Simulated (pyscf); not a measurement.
Structures and frequencies: ωB97X-D3(BJ)/def2-SVP in PySCF.

Question: Estimate by transition-state theory (the high-pressure limit) the rate constant of C₄H₈Si (SMILES C1=CC[SiH2]C1) → C₄H₈Si (SMILES C=CC1C[SiH2]1) (singlet surface; C–Si broken, C–Si formed) at 600 K, with ωB97M-D3(BJ)/def2-TZVP energies (ideal gas, 1 atm, RRHO with modes under 100 cm⁻¹ raised to 100, one conformer, R ln 2 for rigid chiral ones; no tunnelling).

Answer: The electronic barrier is 59.7 kcal/mol and the thermal terms add -1.6, so ΔG‡ = 58.1 kcal/mol. With k_BT/h = 1.25e+13 s⁻¹ and RT = 1.192 kcal/mol, k = 8.5e-09 s⁻¹, a half-life of 8.1e+07 s through this channel alone. Wigner's tunnelling factor for 389i cm⁻¹ would be 1.04. A shift of 1 kcal/mol in the barrier changes k by a factor 2.3. At the saddle there is also a short C–Si contact that neither side keeps. One saddle was located; it need not be the lowest between these sides.
